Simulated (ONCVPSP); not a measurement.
Varying the ONCV potential for neon

Base potential:

neon (Ne), optimised norm-conserving Vanderbilt (ONCV), made with ONCVPSP 4.0.1 (LDA (Perdew-Wang 92), scalar-relativistic). Core [He], reference 2s2 2p6. Waves: 2s: rc 0.55 bohr, ncon 4, nbas 7, qcut 9.6 1/bohr, 2 projectors, debl 3 Ha; 2p: rc 1.25 bohr, ncon 4, nbas 8, qcut 9.8 1/bohr, 1 projector; d scattering state at 0.1 Ha: rc 1.30 bohr, ncon 5, nbas 10, qcut 8.7 1/bohr, 2 projectors, debl 0.7 Ha. Local part: polynomial inside 0.45 bohr (lpopt 5, dvloc0 0 Ha). Core correction: Teter function, fcfact 2.5, rcfact 1.

All-electron outer shells of the reference configuration (LDA (PZ), scalar-relativistic, ld1.x):

| shell | level (eV) | outermost node (bohr) | outermost maximum (bohr) |
| --- | --- | --- | --- |
| 1s | -825.81 | – | 0.10 |
| 2s | -36.11 | 0.22 | 0.69 |
| 2p | -13.53 | – | 0.62 |

Cutoffs, loose and tight: the cutoffs (Ha) at which the residual kinetic energy of the hardest occupied pseudo-wave falls to 1 and 0.1 mHa per electron. They do not see the model core or the augmentation charge, which bear on the density cutoff. Test errors are all-electron minus pseudo excitation energies from the reference, over the configurations 2s2 2p5; 2s2 2p4; 2s2 2p3; 2s1 2p6. A dash means not determined; rows that change the core or the reference have their own tests.

| change | outcome | cutoff, loose | cutoff, tight | bound ghosts | GHOST(+) flags above zero | largest test error (meV) |
| --- | --- | --- | --- | --- | --- | --- |
| base | generated | 144 Ha | 323 Ha | none | s, d | +846 |
| core correction Teter function, fcfact 2.5, rcfact 0.96 | generated | 144 Ha | 323 Ha | none | s, d | +846 |
| local potential polynomial inside 0.45 bohr (lpopt 5, dvloc0 -2 Ha) | generated | 144 Ha | 323 Ha | none | s, d | +849 |
| s: rc 0.66 | generated | 202 Ha | 269 Ha | none | d | +849 |
| core correction Teter function, fcfact 2.6, rcfact 1 | generated | 144 Ha | 323 Ha | none | s, d | +846 |
| d: qcut 6 | generated | 144 Ha | 323 Ha | none | s, d | +846 |
| d: qcut 12.4 | generated | 144 Ha | 323 Ha | none | s | +846 |
| non-relativistic | generated | 143 Ha | 320 Ha | none | s, d | +852 |
| core correction none | generated | 144 Ha | 323 Ha | none | s, d | +846 |
| s: qcut 12.8; p: qcut 13; d: qcut 11.6 | generated | 71 Ha | 127 Ha | none | none | +487 |

Question: What comes out with this change to the base: functional PBE?

Answer: outcome: generated; cutoff, loose: 149 Ha; cutoff, tight: 326 Ha; bound ghosts: none; GHOST(+) flags above zero: s, d; largest test error (meV): +797.
